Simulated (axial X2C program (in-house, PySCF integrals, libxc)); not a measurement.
## Density and ELF of HfCl⁺

Calculated with an in-house relativistic program for diatomic molecules. Two-component (2c) means X2C with spin–orbit coupling and atomic mean-field two-electron Coulomb and Gaunt terms. Basis: Hf dyall-cv3z [13s14p9d7f4g], Cl dyall-av3z [9s8p3d2f] (cores contracted in-house); Gaussian nuclei, density fitting, unrestricted open shells. Masses: Hf 179.947 u, Cl 34.969 u.

PBE0, two-component, state Ω = 1 (⟨Sz⟩ = -0.99, ⟨Lz⟩ = 1.99 at PBE0); Hf at z = 0, Cl at z = 2.219 Å.

The maps cover the half plane through the axis: z from -2.4 to 4.2 Å along the bond, ρ from 0.15 to 2.25 Å away from it.

log10 of the density in e/bohr³:

```
 ρ\z  -2.4  -1.8  -1.2  -0.6   0.0   0.6   1.2   1.8   2.4   3.0   3.6   4.2
0.15  -3.7  -2.8  -1.6  -0.1   1.8  -0.1  -0.9  -0.4   0.8  -0.8  -1.9  -3.0
0.45  -3.7  -2.9  -1.8  -0.4   0.4  -0.5  -1.0  -0.6  -0.5  -1.0  -2.0  -3.1
0.75  -3.7  -3.0  -2.1  -1.0  -0.4  -1.0  -1.3  -0.9  -0.8  -1.3  -2.2  -3.3
1.05  -3.8  -3.1  -2.3  -1.5  -1.1  -1.5  -1.6  -1.3  -1.2  -1.7  -2.5  -3.5
1.35  -3.9  -3.2  -2.5  -1.9  -1.7  -1.9  -2.0  -1.8  -1.8  -2.2  -2.9  -3.8
1.65  -4.1  -3.4  -2.7  -2.2  -2.1  -2.2  -2.4  -2.3  -2.3  -2.7  -3.3  -4.1
1.95  -4.2  -3.6  -3.0  -2.6  -2.4  -2.6  -2.8  -2.8  -2.8  -3.2  -3.7  -4.4
2.25  -4.5  -3.8  -3.3  -2.9  -2.8  -3.0  -3.2  -3.2  -3.3  -3.6  -4.1  -4.8
```

Electron localisation function (collinear form, no current term, damped to 0 at low density):

```
 ρ\z  -2.4  -1.8  -1.2  -0.6   0.0   0.6   1.2   1.8   2.4   3.0   3.6   4.2
0.15  0.01  0.03  0.24  0.57  0.26  0.51  0.58  0.09  0.84  0.88  0.63  0.10
0.45  0.01  0.03  0.10  0.58  0.34  0.50  0.56  0.62  0.14  0.88  0.58  0.08
0.75  0.01  0.03  0.04  0.34  0.59  0.25  0.51  0.85  0.87  0.84  0.47  0.05
1.05  0.01  0.06  0.07  0.22  0.45  0.13  0.41  0.80  0.84  0.73  0.32  0.02
1.35  0.01  0.10  0.22  0.39  0.50  0.19  0.27  0.63  0.68  0.52  0.16  0.01
1.65  0.00  0.11  0.40  0.60  0.61  0.30  0.16  0.37  0.42  0.27  0.05  0.00
1.95  0.00  0.07  0.41  0.67  0.65  0.34  0.10  0.14  0.17  0.09  0.01  0.00
2.25  0.00  0.02  0.25  0.55  0.56  0.26  0.05  0.04  0.04  0.01  0.00  0.00
```

Axial spin density in 10⁻³ e/bohr³:

```
 ρ\z  -2.4  -1.8  -1.2   -0.6    0.0    0.6   1.2   1.8  2.4  3.0  3.6  4.2
0.15  -0.1  -0.3  -0.5  -42.0  -15.4  -25.4  -3.6  -0.6  0.3  0.9  0.1  0.0
0.45  -0.1  -0.4  -0.4  -10.5   -9.8   -7.4  -1.6   1.0  2.9  0.9  0.1  0.0
0.75  -0.1  -0.5  -1.5  -10.9  -43.7  -10.2  -1.1   0.9  2.3  0.6  0.1  0.0
1.05  -0.1  -0.6  -2.5  -13.0  -31.2  -11.4  -1.6   0.1  0.8  0.3  0.0  0.0
1.35  -0.1  -0.5  -2.4   -9.3  -16.7   -7.9  -1.6  -0.2  0.2  0.1  0.0  0.0
1.65  -0.1  -0.4  -1.7   -5.3   -8.0   -4.4  -1.1  -0.2  0.0  0.0  0.0  0.0
1.95  -0.1  -0.2  -1.0   -2.6   -3.6   -2.1  -0.7  -0.1  0.0  0.0  0.0  0.0
2.25   0.0  -0.1  -0.5   -1.1   -1.5   -0.9  -0.3  -0.1  0.0  0.0  0.0  0.0
```

The state is a single determinant with fixed occupations, the lowest that a limited PBE0 search found. Density functionals use the spin component along the axis (collinear). PBE0 can misorder states that lie within some tenths of an eV, so this need not be the ground state of the molecule. The nearest other 2c determinant of the search, Ω = 0, lies 0.21 eV up at the distance of the search. The functionals have no current-density term, which raises determinants with orbital currents, atoms included. With several unpaired electrons one determinant need not be a pure state.
